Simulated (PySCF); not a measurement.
Compound: C4H6BN.
SMILES: `c1cn(B)cc1`

Method used: PySCF, PBE0-D3(BJ)/def2-SVP geometry optimisation, gas phase.

Take the most abundant isotopes and a rigid rotor. 

(1) What are A, B and C (cm⁻¹)?

(2) What kind of rotor is it?

(3) Is it planar, by Δ = Ic − Ia − Ib?

(4) Give the coordinates in the principal-axis frame, origin at the centre of mass.

(5) Where do the levels up to J = 2 lie, in K?

(6) Which types of transition are allowed, and where do some lines up to J = 2 fall?

## Answers

(1) Ia = 57.80, Ib = 130.78, Ic = 188.58 u·Å²; 505379 MHz·u·Å²/I gives 8744, 3864 and 2680 MHz, that is A = 0.29167, B = 0.12890, C = 0.08939 cm⁻¹.

(2) An asymmetric top: κ = (2 × 3864 − 8744 − 2680)/(8744 − 2680) = -0.61.

(3) Planar: Δ = Ic − Ia − Ib = 0.00 u·Å². For a rigid frame Δ = −2 Σ m c², so it vanishes when all atoms lie in the ab plane; here none is more than 0.01 Å from it.

(4) The sense of each axis is arbitrary; atoms in the order of the calculation.
| atom | mass (u) | a (Å) | b (Å) | c (Å) |
| --- | --- | --- | --- | --- |
| B1 | 11.009 | 2.152 | 0.000 | -0.001 |
| N2 | 14.003 | 0.733 | 0.001 | 0.002 |
| C3 | 12.000 | -0.091 | 1.124 | 0.000 |
| C4 | 12.000 | -1.393 | 0.718 | 0.000 |
| C5 | 12.000 | -1.392 | -0.720 | 0.000 |
| C6 | 12.000 | -0.090 | -1.123 | 0.000 |
| H7 | 1.008 | 2.726 | -1.059 | -0.003 |
| H8 | 1.008 | 2.726 | 1.060 | -0.003 |
| H9 | 1.008 | 0.347 | 2.119 | 0.000 |
| H10 | 1.008 | -2.267 | 1.368 | -0.003 |
| H11 | 1.008 | -2.264 | -1.371 | -0.003 |
| H12 | 1.008 | 0.350 | -2.118 | 0.000 |

(5) Above 0(0,0), as E/k:
J = 1: 1(0,1) 0.314, 1(1,1) 0.548, 1(1,0) 0.605
J = 2: 2(0,2) 0.933, 2(1,2) 1.120, 2(1,1) 1.290, 2(2,1) 1.993, 2(2,0) 2.002

(6) The dipole components are |μa| = 0.35 D, |μb| = 0.00 D, |μc| = 0.00 D; the symmetry axis of this C2v structure is a, so μb and μc vanish by symmetry and there are no b-type or c-type lines. Some lines, for components of 0.1 D or more:

| type | branch | J(Ka,Kc) | MHz | lower level (cm⁻¹) |
| --- | --- | --- | --- | --- |
| a | Q | 1(1,0) ← 1(1,1) | 1184 | 0.381 |
| a | Q | 2(1,1) ← 2(1,2) | 3553 | 0.778 |
| a | R | 1(0,1) ← 0(0,0) | 6544 | 0.000 |
| a | R | 2(1,2) ← 1(1,1) | 11904 | 0.381 |
| a | R | 2(0,2) ← 1(0,1) | 12898 | 0.218 |
| a | R | 2(1,1) ← 1(1,0) | 14273 | 0.421 |

No frequency check. Constants of a rigid frame at the computed geometry: no zero-point averaging, no centrifugal distortion. Quadrupole hyperfine structure (11B, 14N) is left out.
